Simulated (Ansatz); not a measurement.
Geometry optimisation, RKS PBE/6-31G* (Ansatz 0.2.0).

Input:

```yaml
crystal:
  periodic: [false, false, false]
  atoms:
    - { symbol: B, position_ang: [-0.057707, 0.567205, -0.230462] }
    - { symbol: H, position_ang: [0.008622, -0.346949, 1.989528] }
    - { symbol: "N", position_ang: [1.186711, 0.040681, -0.707454] }
    - { symbol: H, position_ang: [1.279727, -0.861118, -1.166683] }
    - { symbol: H, position_ang: [2.080499, 0.509485, -0.591681] }
    - { symbol: O, position_ang: [-1.266465, -0.085986, -0.397551] }
    - { symbol: H, position_ang: [-1.160337, -0.924449, -0.878999] }
    - { symbol: O, position_ang: [-0.156122, 1.804129, 0.416507] }
    - { symbol: H, position_ang: [0.718174, 2.225653, 0.50084] }
    - { symbol: H, position_ang: [-0.047502, 0.35525, 2.092455] }
basis:
  gaussian: { orbitals: "6-31G*" }
hamiltonian:
  xc: pbe
relax:
  f_tol: 0.03
  max_steps: 50
output:
  orbitals: {}
```

Run as:

```bash
$ ansatz run input.yaml --threads 1 --pin off --max-ram 2048MiB --backend cpu --events-out ev --progress --plain --runs-dir out
```

Task: Where does it end, and by what steps?

Result: The forces met the threshold. The force dipped under the threshold on the way, but the program's further checks kept it going. After 14 steps the energy has fallen by 0.243 eV; H2 moved furthest, 1.60 Å.

```
step  energy less start (eV)  largest force component (eV/Å)  accepted
   0                  0.0000                           1.676       yes
   1                 -0.1276                           0.183       yes
   2                 -0.1715                           0.246       yes
   3                 -0.1946                           0.087       yes
   4                 -0.2080                           0.131       yes
   5                 -0.2188                           0.125       yes
   6                 -0.2066                           0.789        no
   7                 -0.2239                           0.085       yes
   8                 -0.2267                           0.213       yes
   9                 -0.2329                           0.052       yes
  10                 -0.2369                           0.184       yes
  11                 -0.2400                           0.156       yes
  12                 -0.2417                           0.067       yes
  13                 -0.2424                           0.018       yes
  14                 -0.2425                           0.013       yes
```

```xyz
10
Properties=species:S:1:pos:R:3
B -0.115 0.467 -0.513
H 0.295 0.212 3.460
N 1.168 0.035 -0.986
H 1.295 -0.665 -1.712
H 2.049 0.330 -0.575
O -1.311 -0.021 -1.014
H -1.164 -0.717 -1.679
O -0.261 1.422 0.488
H 0.598 1.785 0.766
H 0.031 0.435 2.791
```

Whether the end is a true minimum wasn't checked by a vibrational analysis.

The run took 28 s on 1 thread of Arm Neoverse V2 (shared host), peak memory 0.14 GiB.
